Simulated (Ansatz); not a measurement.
Ansatz (a quantum-chemistry and plane-wave program) input (B3LYP-D3(BJ)/def2-TZVP):

Ansatz 0.2 input:
```yaml
crystal:
  periodic: [false, false, false]
  atoms:
    - {symbol: Sn, position_ang: [0.00421809, 0.00189229, -0.02112829]}
    - {symbol: H, position_ang: [-1.70630811, -0.28102314, 0.01064059]}
    - {symbol: H, position_ang: [1.10432344, -1.33785591, -0.05887769]}
    - {symbol: H, position_ang: [0.61468580, 1.62496943, -0.01480648]}
basis:
  gaussian:
    orbitals: def2-TZVP
hamiltonian:
  xc: b3lyp
  dispersion: d3bj
total_charge: 1
relax: {f_tol: 0.002, max_steps: 150}
```

End of the output:

```
mean field evaluation 2: about -5873.1424 eV, gradient 2.9e0 eV
mean field evaluation 4: about -5873.1766 eV, gradient 1.4e-1 eV
mean field evaluation 8: about -5873.2342 eV, gradient 1.3e-2 eV
mean field -5873.23421151 eV, -215.8373762519 hartree, gradient 1.4e-5 eV, S^2 0.000000; 0 other end points of the search recorded, 0 dependent functions left out
the calculation of the forces begins
reference -5873.23443082 eV, -215.8373843115 hartree; 12, 12 occupied and 56, 56 virtual orbitals, 564 factors
relax step   1: F+E_penalty+E_count = -5873.30920039 eV  Δ(F+E_penalty+E_count) = +0.000e0 eV  max|allowed force component| = 5.527e-1 eV/Å  Δτ_max = 0.0000 Å  (22 SCF iters, accepted)
these checks for a lower state are left out or cut short: starts, cluster_reference, orbital_swaps, neighbouring_geometries, increment
integrals: 0.01 GiB planned
564 factors; their error is unknown
mean field: 0.14 GiB planned
mean field evaluation 16: about -5873.1957 eV, gradient 2.8e-2 eV
mean field -5873.25371646 eV, -215.8380930454 hartree, gradient 2.4e-5 eV, S^2 0.000000; 0 other end points of the search recorded, 0 dependent functions left out
the calculation of the forces begins
reference -5873.25393205 eV, -215.8381009682 hartree; 12, 12 occupied and 56, 56 virtual orbitals, 564 factors
relax step   2: F+E_penalty+E_count = -5873.32934687 eV  Δ(F+E_penalty+E_count) = -2.015e-2 eV  max|allowed force component| = 4.140e-1 eV/Å  Δτ_max = 0.0703 Å  (25 SCF iters, accepted)
these checks for a lower state are left out or cut short: starts, cluster_reference, orbital_swaps, neighbouring_geometries, increment
integrals: 0.01 GiB planned
564 factors; their error is unknown
mean field: 0.14 GiB planned
mean field -5873.27081217 eV, -215.8387213014 hartree, gradient 2.5e-5 eV, S^2 0.000000; 0 other end points of the search recorded, 0 dependent functions left out
the calculation of the forces begins
reference -5873.27102915 eV, -215.8387292753 hartree; 12, 12 occupied and 56, 56 virtual orbitals, 564 factors
relax step   3: F+E_penalty+E_count = -5873.34618971 eV  Δ(F+E_penalty+E_count) = -1.684e-2 eV  max|allowed force component| = 2.270e-2 eV/Å  Δτ_max = 0.0259 Å  (25 SCF iters, accepted)
these checks for a lower state are left out or cut short: starts, cluster_reference, orbital_swaps, neighbouring_geometries, increment
integrals: 0.01 GiB planned
564 factors; their error is unknown
mean field: 0.14 GiB planned
mean field evaluation 32: about -5873.2709 eV, gradient 6.1e-5 eV
mean field -5873.27088217 eV, -215.8387238736 hartree, gradient 2.5e-5 eV, S^2 0.000000; 0 other end points of the search recorded, 0 dependent functions left out
the calculation of the forces begins
reference -5873.27109923 eV, -215.8387318506 hartree; 12, 12 occupied and 56, 56 virtual orbitals, 564 factors
relax step   4: F+E_penalty+E_count = -5873.34624458 eV  Δ(F+E_penalty+E_count) = -5.487e-5 eV  max|allowed force component| = 2.308e-4 eV/Å  Δτ_max = 0.0016 Å  (26 SCF iters, accepted)
integrals: 0.01 GiB planned
564 factors; their error is unknown
mean field: 0.14 GiB planned
mean field -5873.27088217 eV, -215.8387238736 hartree, gradient 2.5e-5 eV, S^2 0.000000; 1 other end points of the search recorded, 0 dependent functions left out
the calculation of the forces begins
reference -5873.27109923 eV, -215.8387318506 hartree; 12, 12 occupied and 56, 56 virtual orbitals, 564 factors
Total energy: -5873.34646165 eV, -215.8415013683 hartree
Atom 0 at     0.004251     0.001996    -0.021008 Å, force    -0.000015     0.000011    -0.000231 eV/Å
Atom 1 at    -1.664067    -0.274113     0.009818 Å, force     0.000030    -0.000007     0.000076 eV/Å
Atom 2 at     1.077125    -1.304925    -0.057984 Å, force    -0.000022     0.000049     0.000078 eV/Å
Atom 3 at     0.599611     1.585024    -0.014998 Å, force     0.000007    -0.000054     0.000076 eV/Å
Dipole moment:     0.000017     0.000001     0.000017 e Å
```
